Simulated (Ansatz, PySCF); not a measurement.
H6O3Si2. Atoms are numbered in the order given.

```xyz
11

O      1.0891     1.6290     0.5656
Si     1.3544     0.3193    -0.4721
Si    -0.5892    -0.8489     0.0508
O     -1.0558    -0.1206     1.4737
O     -1.6451    -0.6016    -1.2168
H      1.7345     2.3430     0.5777
H      1.4788     0.7696    -1.8913
H      2.6252    -0.3889    -0.1198
H     -0.4810    -2.3071     0.3298
H     -0.6641     0.7605     1.5697
H     -2.5114    -1.0174    -1.1478
```

Coordinates come from a ωB97X-D3(BJ)/def2-SVP optimisation. The values are those of a single conformer.

Vertical ionisation energy (IE) and electron affinity (EA) in eV. Rows of orbital energies are one-electron estimates. Where ΔSCF, EOM or ADC give a negative EA the extra electron is unbound and the value depends on the basis.

| level | IE | EA |
|---|---|---|
| −ε(HOMO), −ε(LUMO), HF/def2-TZVP (PySCF) | 10.91 | -2.49 |
| −ε(HOMO), −ε(LUMO), PBE/def2-TZVP (PySCF) | 6.68 | 1.45 |
| ΔSCF, CAM-B3LYP/def2-SVPD (Ansatz), final states of multiplicity 2 and 2 | 10.25 | -0.86 |
| ΔSCF, PBE/def2-SVPD (Ansatz), final states of multiplicity 2 and 2 | 9.70 | -0.51 |

What vertical singlet–triplet gap does ΔSCF give with CAM-B3LYP/def2-SVPD (Ansatz, a first-principles code) and with PBE/def2-SVPD (Ansatz)? (The exact figures need the calculation; the answer reports its results.)

5.77 and 5.07 eV (triplet above singlet where positive).
